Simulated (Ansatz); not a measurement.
H4B2Si, SMILES `BB=[SiH2]` (charge 0, multiplicity 1).

Cartesian coordinates (Å):
```xyz
7

B     -1.7283    -0.1858     0.0539
B     -0.1627    -0.0172     0.0047
Si     1.6701     0.1797    -0.0522
H     -2.4590     0.7537    -0.0600
H     -2.2331    -1.2588     0.2067
H      2.5931    -0.9609     0.0859
H      2.3199     1.4892    -0.2390
```
Charge 0, multiplicity 1.

Frozen-core energies in 6-31g from Ansatz (a first-principles code) at a geometry from B3LYP-D3(BJ)/def2-TZVP; the HF reference has <S^2> = 0.00 (restricted, and unstable towards unrestricted orbitals) and the T1 diagnostic is 0.018.

```tsv
level	energy (Ha)
HF	-340.43377
MP2	-340.58932
CCSD	-340.63073
```

Estimate the energies of CCSD(T), CCSDT, CCSDT(Q) and CCSDTQ, and give each level's difference from CCSDTQ.


| level | energy (Ha) | difference from CCSDTQ (mHa) |
|---|---|---|
| MP2 | -340.58932 | 49.78 |
| CCSD | -340.63073 | 8.38 |
| CCSD(T) | -340.63727 | 1.83 |
| CCSDT | -340.63865 | 0.46 |
| CCSDT(Q) | -340.63907 | 0.03 |
| CCSDTQ | -340.63911 | 0.00 |
